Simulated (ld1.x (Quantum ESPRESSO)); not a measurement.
Al, PAW: configuration errors across variants

Al, PAW, made with ld1.x (Quantum ESPRESSO) 7.5 (PBE, scalar-relativistic). Core [He], reference 2s2 2p6 3s2 3p0 (charge +1). Waves: 2s (bound): rcut 0.85, rcutus 1.20 bohr; 3s (bound): rcut 0.85, rcutus 1.20 bohr; 2p (bound): rcut 0.90, rcutus 1.00 bohr; 3p (bound, empty): rcut 0.90, rcutus 1.00 bohr. Local part: all-electron potential smoothed inside 0.90 bohr (lloc = -1). Core correction: Bessel-smoothed model core, default radius (core density twice the valence density). Augmentation charge: PSQ, radius 0.95 bohr.

All-electron excitation energies from the reference (eV): (1) 2s2 2p6 3s2 3p1 -5.761; (2) 2s2 2p6 3s1 3p0 19.225; (3) 2s2 2p6 3s0 3p0 47.669; (4) 2s1 2p6 3s2 3p1 114.949; (5) 2s2 2p6 3s1 3p1 5.810; (6) 2s2 2p6 3s0 3p3 4.689; (7) 2s2 2p6 3s1 3p2 -0.622.

The overlap operator is not positive definite (basis up to 400 Ry) in “base”, “waves 2p (bound): rcut 0.60, rcutus 0.64 bohr; 3p (bound): rcut 0.60, rcutus 0.64 bohr”, “waves 2p (bound): rcut 0.70, rcutus 0.74 bohr; 3p (bound): rcut 0.70, rcutus 0.74 bohr”, “waves 2p (bound): rcut 0.78, rcutus 0.82 bohr; 3p (bound): rcut 0.78, rcutus 0.82 bohr”, “waves 2p (bound): rcut 0.90, rcutus 1.10 bohr; 3p (bound): rcut 0.90, rcutus 1.10 bohr”, “waves 2p (bound): rcut 0.90, rcutus 1.24 bohr; 3p (bound): rcut 0.90, rcutus 1.24 bohr”, “waves 2p (bound): rcut 0.90, rcutus 1.32 bohr; 3p (bound): rcut 0.90, rcutus 1.32 bohr”, “waves 2p (bound): rcut 0.90, rcutus 1.42 bohr; 3p (bound): rcut 0.90, rcutus 1.42 bohr”. Such files are unfit for use, however small their errors in these radial tests.

Tests that are not counted but printed errors over 1 eV. “waves 2p (bound): rcut 0.90, rcutus 1.42 bohr; 3p (bound): rcut 0.90, rcutus 1.42 bohr”: 2s1 2p6 3s2 3p1 (solver errors, printed error -1878 eV).

2 further variants failed, have other tests or too few solved ones, and are left out.

Errors AE − PS in meV (a dash: test not solved or not reliable):

| change | (1) | (2) | (3) | (4) | (5) | (6) | (7) | bound ghosts |
| --- | --- | --- | --- | --- | --- | --- | --- | --- |
| base | +0.1 | -0.3 | -0.5 | +1.4 | -0.1 | -0.2 | -0.1 | not determined (overlap not positive) |
| waves 2p (bound): rcut 0.60, rcutus 0.64 bohr; 3p (bound): rcut 0.60, rcutus 0.64 bohr | 0.0 | -0.3 | -0.5 | +12 | -0.2 | -0.4 | -0.1 | not determined (overlap not positive) |
| waves 2p (bound): rcut 0.70, rcutus 0.74 bohr; 3p (bound): rcut 0.70, rcutus 0.74 bohr | 0.0 | -0.3 | -0.5 | +11 | -0.2 | -0.3 | -0.1 | not determined (overlap not positive) |
| waves 2p (bound): rcut 0.78, rcutus 0.82 bohr; 3p (bound): rcut 0.78, rcutus 0.82 bohr | 0.0 | -0.3 | -0.5 | +10 | -0.2 | -0.4 | -0.2 | not determined (overlap not positive) |
| waves 2p (bound): rcut 0.90, rcutus 1.10 bohr; 3p (bound): rcut 0.90, rcutus 1.10 bohr | +0.1 | -0.3 | -0.5 | -5.3 | -0.1 | +0.1 | 0.0 | not determined (overlap not positive) |
| waves 2p (bound): rcut 0.90, rcutus 1.24 bohr; 3p (bound): rcut 0.90, rcutus 1.24 bohr | +0.3 | -0.3 | -0.6 | – | – | – | – | not determined (overlap not positive) |
| waves 2p (bound): rcut 0.90, rcutus 1.32 bohr; 3p (bound): rcut 0.90, rcutus 1.32 bohr | +2.0 | -0.3 | -0.5 | – | – | – | – | not determined (overlap not positive) |
| waves 2p (bound): rcut 0.90, rcutus 1.42 bohr; 3p (bound): rcut 0.90, rcutus 1.42 bohr | +0.2 | -0.4 | -0.9 | – | 0.0 | 0.0 | +0.1 | not determined (overlap not positive) |

Q: Give the same row for: waves 2p (bound): rcut 0.90, rcutus 1.50 bohr; 3p (bound): rcut 0.90, rcutus 1.50 bohr.

A: –, –, –, –, –, –, –; bound ghosts: not determined (overlap not positive). Its overlap operator is not positive definite in a basis up to 400 Ry (lowest eigenvalue s -0.23), so the file is unfit for use: the generalised eigenproblem breaks down once the basis is large enough, and its test numbers describe a broken file.
